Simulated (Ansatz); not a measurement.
`C[O][Ge]([F])([Cl])[SeH]` + H₂ → `C[O][GeH]([Cl])[SeH]` + H–F  (hydrogenolysis of a Ge–F bond)

Isolated molecules relaxed with PBE0-D4/def2-TZVP in Ansatz; ΔE leaves out vibrations. CCSD(T)/CBS is the MP2 limit (def2-TZVPP, def2-QZVPP) plus CCSD(T) − MP2 in def2-TZVPP, frozen cores. This one scheme is used for every species. Functionals use def2-TZVPP. B3LYP here is the variant with VWN-RPA as its local correlation; programs differ in this. For Ge, Se outer-core shells are correlated without core-valence functions, which leaves a few kJ/mol of doubt a bond. Scalar relativity is left out up to krypton. Each species was taken in one conformer, which may not be the lowest.

`C[O][Ge]([F])([Cl])[SeH]`:

```xyz
10

C     0.288    1.600    0.464
O    -0.034    0.610   -0.503
Ge   -0.313   -1.038    0.003
F     1.062   -1.496    0.946
Cl   -1.960   -1.194    1.346
Se   -0.628   -2.399   -1.836
H    -0.529    1.740    1.179
H     1.202    1.348    1.009
H     0.443    2.534   -0.076
H     0.469   -1.706   -2.530
```

H₂:

```xyz
2

H     0.348   -0.134   -0.016
H    -0.348    0.134    0.016
```

`C[O][GeH]([Cl])[SeH]`:

```xyz
10

C    -0.162    0.207    1.562
O     0.228    1.084    0.525
Ge    0.417    0.488   -1.119
Cl    2.009   -0.963   -1.118
Se   -1.518   -0.582   -1.903
H    -1.110   -0.294    1.332
H     0.603   -0.552    1.755
H    -0.295    0.806    2.464
H     0.806    1.705   -1.955
H    -0.978   -1.899   -1.543
```

H–F:

```xyz
2

F    -0.342    0.304   -0.051
H     0.342   -0.304    0.051
```

CCSD(T)/CBS gives +0.43 eV.

Task: Another level gave +0.44 eV. Which?
A. B3LYP-D4/def2-TZVPP
B. r2SCAN-D4/def2-TZVPP
C. CCSD/def2-TZVPP
D. PBE0/def2-TZVPP

Result: C. CCSD/def2-TZVPP 0.44, r2SCAN-D4 0.55, B3LYP-D4 0.50, PBE0 0.39 eV.

Largest T1 diagnostic among the species: 0.011.

From PBE to PBE0 (25 % exact exchange), in def2-TZVPP and without D4, ΔE moves by −0.05 eV.
